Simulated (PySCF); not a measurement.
**Nd²⁺ (neodymium, charge +2) across methods**

[Xe] 4f4, one real determinant. All numbers are calculated (PySCF 2.14, the spin-free X2C one-electron Hamiltonian (Gaussian nucleus), in x2c-TZVPPall (11s7p7d4f2g, 113 functions)).

| method | E (hartree) | mean ε 5p α (eV) | mean ε 5p β (eV) | mean ε 4f α (eV) | Σ⟨r²⟩ (bohr²) | ⟨S²⟩ |
| --- | --- | --- | --- | --- | --- | --- |
| PBE0 | -9622.31 | -37.166 | -35.654 | -17.985 | 41.73 | 6.002 |
| UHF | -9619.06299 | -41.246 | -39.188 | -24.409 | 41.70 | 6.004 |
| PBE | -9622.31 | -35.436 | -34.029 | -15.674 | 41.87 | 6.002 |
| LDA | -9614.96 | -35.637 | -34.275 | -15.776 | 41.86 | 6.001 |

**Question.** Estimate the same row for r2SCAN.

**Answer.** E (hartree) = -9622.68; mean ε 5p α (eV) = -36.023; mean ε 5p β (eV) = -34.480; mean ε 4f α (eV) = -15.998; Σ⟨r²⟩ (bohr²) = 41.76; ⟨S²⟩ = 6.003.

⟨L²⟩ = 34.01 against 42 for a pure I term, so this real determinant mixes terms. Spin-orbit coupling, absent here, splits the open shell strongly.
